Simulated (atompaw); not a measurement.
Logarithmic derivatives: Cs, PAW (atompaw)

atompaw 4.2.0.5 input, output lines left out:

```
Cs 55
GGA-PBESOL scalarrelativistic loggrid 2001 logderivrange -4 5 226
6 6 5 0 0 0
6 0 1
6 1 0
5 2 0
0 0 0
c
c
c
c
v
v
c
c
c
v
v
c
c
v
3
3.00 2.80 2.05 2.75
n
n
y
0.45
n
y
0.05
y
2.25
n
custom polynom2 7 10 vanderbiltortho sinc
bessel
1.85
2.40
2.30
3.00
3.00
3.00
3.00
3.00
```

The phase is arctan(r·u′/u) with u = r·R(r), unwrapped; energies in Ry, scanned from -4 to 5 Ry. A pole is an energy at which the radial function vanishes at the test radius. The pseudo phase is shifted by a multiple of π to meet the all-electron one at the reference energy, and phase errors are pseudo minus all-electron; the curves can meet again beyond the range given. Levels narrower than the energy grid can be missing from the lists of poles.

Task: For each channel, where are the poles, and over which energies does the pseudopotential scatter like the atom?

Result:

```tsv
channel	radius (bohr)	reference energy (Ry)	poles, all-electron	poles, pseudo	unbroken range about the reference energy with phases within 0.05 rad	phase error 1 Ry above the reference energy (rad)
s	3.00	-0.15	-1.77, 3.81	-1.77, 2.68	below 0.8	-0.070
p	3.00	-0.05	-0.56	-0.56, 1.34	below 0.6	-1.034
d	3.00	-0.03	1.34	1.34	the whole range	+0.000
f	3.00	0.05	0.91, 4.03	1.09	below 0.4	+0.160
```

Phases in the p channel:

```
E (Ry)  all-electron  pseudo
 -4.00         1.383   1.361
 -3.76         1.375   1.352
 -3.52         1.366   1.343
 -3.28         1.355   1.332
 -3.04         1.342   1.318
 -2.80         1.325   1.302
 -2.56         1.304   1.281
 -2.32         1.276   1.252
 -2.08         1.234   1.210
 -1.84         1.167   1.142
 -1.60         1.030   1.003
 -1.36         0.623   0.590
 -1.12        -0.708  -0.713
 -0.88        -1.349  -1.350
 -0.64        -1.535  -1.537
 -0.40        -1.625  -1.626
 -0.16        -1.684  -1.684
  0.08        -1.732  -1.733
  0.32        -1.778  -1.785
  0.56        -1.828  -1.864
  0.80        -1.889  -2.093
  1.04        -1.970  -4.102
  1.28        -2.092  -4.677
  1.52        -2.298  -4.784
  1.76        -2.687  -4.835
  2.00        -3.318  -4.869
  2.24        -3.874  -4.896
  2.48        -4.180  -4.920
  2.72        -4.345  -4.942
  2.96        -4.445  -4.964
  3.20        -4.512  -4.987
  3.44        -4.559  -5.011
  3.68        -4.596  -5.036
  3.92        -4.624  -5.064
  4.16        -4.648  -5.095
  4.40        -4.668  -5.131
  4.64        -4.686  -5.171
  4.88        -4.702  -5.218
```
